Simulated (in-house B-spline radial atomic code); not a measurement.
# The gallium ion Ga²⁰⁺: [Ne] 3s1

Level of theory: Dirac-Hartree-Fock, average of configuration, Fermi nucleus of rms radius 3.9973 fm; calculated with a radial B-spline atomic code at the basis-set limit.

Screening seen three ways: the hydrogenic charge with the same mean radius, Z_r = [3n² - l(l+1)]/(2<r>), the one with the same energy, Z_e = n√(-2ε), and Slater's rules. Values are occupation-weighted means over j.

```tsv
shell	electrons	ε (eV)	<r> (bohr)	Z_r	Z_e	Slater
1s	2	-11284	0.04854	30.90	28.80	30.70
2s	2	-2135.5	0.2131	28.15	25.06	26.85
2p	6	-1963.1	0.1868	26.77	24.02	26.85
3s	1	-807.09	0.5354	25.21	23.11	22.20
```

The least bound orbital is 3s1/2 at -807.1 eV, and it is also the most diffuse (<r> = 0.5354 bohr).

Spin-orbit splittings of the orbital energies (j = l + 1/2 above j = l - 1/2 when positive): 2p 28.88 eV.

For the 1s electron the small component carries 1.26 % of the norm, the zero-frequency Breit interaction raises the level by 14.36 eV, self-energy by 7.531 eV, and vacuum polarisation lowers it by 0.7121 eV.

The density falls to 0.001 bohr⁻³ at 1.2 bohr; Σ<r²> = 0.69324 bohr² gives, by the non-relativistic formula and without the paramagnetism of open shells, a Langevin diamagnetic susceptibility of -0.549×10⁻⁶ cm³/mol.
